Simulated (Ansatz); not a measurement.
This geometry of BCl2H4N + FH (10 atoms, charge 0, multiplicity 1) is a first-order saddle point.

Level of theory: UKS PBE-D4/STO-3G (Ansatz 0.2.0).

```xyz
10
Properties=species:S:1:pos:R:3
B -0.921 -0.160 -0.542
H 0.573 1.332 -0.916
Cl -0.740 -0.932 -2.155
Cl -2.205 1.055 -0.218
H 1.133 0.014 0.848
N -0.239 -0.771 0.601
H 1.143 1.216 -0.366
F 1.910 0.689 0.756
H 0.078 -1.766 0.464
H -0.731 -0.677 1.528
```

Which two structures does it join? (They come from a converged band through this point; their orientation in space is the band's.)

Bonds broken: B1–H2, H5–N6. Bonds formed: H2–H7. BCl2H4N + FH becomes BCl2H2N + FH + H2.

Initial state:

```xyz
10
Properties=species:S:1:pos:R:3
B -0.673 0.168 -0.694
H 0.146 1.013 -0.962
Cl -0.819 -1.065 -2.078
Cl -2.260 0.953 -0.127
H 0.917 -0.113 0.839
N -0.069 -0.640 0.593
H 1.501 1.198 -0.076
F 1.913 0.753 0.738
H 0.086 -1.660 0.358
H -0.742 -0.605 1.409
```

Final state:

```xyz
10
Properties=species:S:1:pos:R:3
B -1.282 -0.490 -0.466
H 1.538 2.103 -1.029
Cl -1.013 -1.160 -2.100
Cl -2.488 0.793 -0.161
H 0.972 0.077 0.678
N -0.474 -0.951 0.614
H 1.649 1.633 -0.440
F 1.822 0.619 0.777
H 0.049 -1.857 0.522
H -0.774 -0.767 1.604
```

How far does it lie above each of them?

153.7 kJ/mol above the first and 18.2 kJ/mol above the second. This is the barrier of this one path; another mechanism may lie lower. The orbitals stay closed-shell, which can raise the energy where a bond breaks towards radicals; this wasn't checked here. Limits of this set-up: minimal basis.

The run took 5.3 min on 1 thread of Intel(R) Xeon(R) Processor @ 2.70GHz, on a shared host, peak memory 0.13 GiB.
